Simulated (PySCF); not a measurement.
BiH7Si2, SMILES [SiH3][BiH][SiH3].

Geometry: PBE0-D3(BJ)/def2-SVP. The structure was generated by enumeration; whether it is a known compound was not checked. The def2 effective core potentials stand for the cores of Bi; spin–orbit coupling is left out.

Method: PySCF with TDA-LC-ωPBE/def2-SVPD.

Vertical excitations. The molecule is in vacuum. State labels are in the subgroup Cs.

Computed UV-visible absorptions:
| state | symmetry | energy (eV) | λ (nm) | f | main pairs |
|---|---|---|---|---|---|
| S1 | A' | 5.89 | 211 | 0.015 | HOMO→LUMO+2 84 % |
| S2 | A" | 5.97 | 208 | 0.036 | HOMO→LUMO+1 69 %, HOMO−1→LUMO 14 % |
| S3 | A' | 6.05 | 205 | 0.139 | HOMO→LUMO 83 % |
| S4 | A" | 6.34 | 196 | 0.019 | HOMO−1→LUMO+2 83 % |
| S5 | A" | 6.69 | 185 | 0.689 | HOMO−1→LUMO 74 %, HOMO→LUMO+1 11 % |
| S6 | A' | 6.72 | 184 | 0.156 | HOMO−1→LUMO+1 45 %, HOMO→LUMO+3 35 % |
| S7 | A' | 7.18 | 173 | 0.308 | HOMO→LUMO+3 43 %, HOMO−1→LUMO+1 26 %, HOMO→LUMO+4 7 % |
| S8 | A" | 7.25 | 171 | 0.001 | HOMO−2→LUMO+1 61 %, HOMO−1→LUMO+3 21 % |
| S9 | A" | 7.35 | 169 | 0.035 | HOMO→LUMO+5 69 %, HOMO−1→LUMO+3 13 % |
| S10 | A' | 7.49 | 166 | 0.185 | HOMO−2→LUMO 43 %, HOMO−1→LUMO+5 21 %, HOMO→LUMO+6 13 % |
| T1 | A" | 4.79 | 259 | 0 | HOMO→LUMO+1 71 %, HOMO−1→LUMO 13 % |
| T2 | A' | 4.81 | 258 | 0 | HOMO→LUMO 35 %, HOMO−1→LUMO+1 28 %, HOMO→LUMO+2 24 % |
| T3 | A' | 5.27 | 235 | 0 | HOMO→LUMO+2 50 %, HOMO−1→LUMO+1 13 %, HOMO−2→LUMO+2 12 %, HOMO→LUMO 8 % |
| T4 | A" | 5.71 | 217 | 0 | HOMO−1→LUMO 41 %, HOMO−1→LUMO+2 24 %, HOMO→LUMO+1 17 %, HOMO−1→LUMO+4 8 % |
Triplets are in the Tamm–Dancoff approximation.
